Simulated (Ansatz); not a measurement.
Cost and result for the atomization energy of CH₄Cl₂GeOS, SMILES `C[O][Ge]([SH])([Cl])[Cl]` (10 atoms, 9 bonds).

```csv
atom,x (Å),y (Å),z (Å)
C1,1.267,-0.939,-0.388
O2,0.675,0.313,-0.696
Ge3,-0.968,0.633,-0.181
S4,-1.242,0.520,1.996
Cl5,-1.386,2.556,-0.976
Cl6,-2.293,-0.818,-1.015
H7,2.301,-0.895,-0.732
H8,1.261,-1.137,0.689
H9,0.759,-1.759,-0.904
H10,-0.375,1.526,2.207
```

The species carries charge 0 and has multiplicity 1. Correlated methods include outer-core shells of Ge, which these sets cover unevenly. Scalar relativity is left out up to krypton. All single points use the PBE0-D4/def2-TZVP geometry. It is one conformer, not always the lowest. Program: Ansatz. Hardware: A = 2 threads of a server CPU on a shared host; B = 2 threads of an AMD EPYC 7R13 on a shared host and a share of an NVIDIA H100 80 GB. Times are those of one run each, without the atoms' runs, and a repeat can differ threefold. Electronic energies, without spin–orbit coupling; frozen cores. CCSD(T)/CBS adds CCSD(T) − MP2 in def2-TZVPP to the MP2 limit, and its time is that of the two runs behind it. T1 = 0.011. With those shells the extrapolation isn't a true limit. B3LYP takes the VWN-RPA correlation (the form of Gaussian; ORCA's B3LYP/G).

CCSD(T)/CBS is a level of theory with its own doubt, some kJ/mol a heavy atom from the limit and from the frozen cores, so smaller differences don't rank the functionals.

| level | functions | wall time |
| --- | --- | --- |
| CCSD(T)/def2-SVP [B] | 134 | 6 s |
| LDA (SPW92)/def2-TZVPP [A] | 292 | 6.5 s |
| revPBE-D4/def2-TZVPP [A] | 292 | 8 s |
| CCSD(T)/def2-TZVPP [B] | 292 | 8.5 s |
| PBE-D4/def2-TZVPP (with forces) [A] | 292 | 9 s |
| MP2/def2-QZVPP [B] | 533 | 10 s |
| r2SCAN-D4/def2-TZVPP (with forces) [A] | 292 | 17 s |
| CAM-B3LYP-D4/def2-TZVPP [A] | 292 | 19 s |
| CCSD(T)/CBS(def2) | – | 19 s |
| B3LYP-D4/def2-TZVPP (with forces) [A] | 292 | 23 s |
| r2SCANh-D4/def2-TZVPP [A] | 292 | 23 s |
| B2PLYP/def2-TZVPP [A] | 292 | 24 s |
| B97M-V/def2-TZVPP [A] | 292 | 24 s |

**Question.** What atomization energy does each give, and how far from CCSD(T)/CBS? (An estimate is asked.)

**Answer.** The calculation gave: 
```csv
level,atomization (kJ/mol),difference from CCSD(T)/CBS,per bond
CCSD(T)/def2-SVP [B],3131.8,-253.3,-28.1
LDA (SPW92)/def2-TZVPP [A],3924.2,539.1,59.9
revPBE-D4/def2-TZVPP [A],3350.2,-34.9,-3.9
CCSD(T)/def2-TZVPP [B],3292.1,-93.0,-10.3
PBE-D4/def2-TZVPP (with forces) [A],3446.7,61.6,6.8
MP2/def2-QZVPP [B],3436.7,51.6,5.7
r2SCAN-D4/def2-TZVPP (with forces) [A],3401.9,16.8,1.9
CAM-B3LYP-D4/def2-TZVPP [A],3353.1,-32.0,-3.6
CCSD(T)/CBS(def2),3385.1,0.0,0.0
B3LYP-D4/def2-TZVPP (with forces) [A],3339.2,-45.9,-5.1
r2SCANh-D4/def2-TZVPP [A],3373.2,-11.9,-1.3
B2PLYP/def2-TZVPP [A],3313.6,-71.5,-7.9
B97M-V/def2-TZVPP [A],3417.9,32.8,3.6
```

The D4 term adds +54.3 kJ/mol with B3LYP and +29.0 kJ/mol with PBE0; it sums over pairs of atoms, weighted by their polarisabilities, and B3LYP, whose exchange is more repulsive, gets the larger term. From PBE to PBE0 (25 % exact exchange), in def2-TZVPP and without D4, the atomization energy moves by −64.1 kJ/mol: exact exchange takes away binding that semilocal exchange gives to molecules. In def2-TZVPP, CCSD(T) changes the Hartree–Fock value by +923.3 kJ/mol (the triples alone add +69.8 kJ/mol) and MP2 by +1014.0 kJ/mol; breaking electron pairs costs correlation energy, which Hartree–Fock lacks.
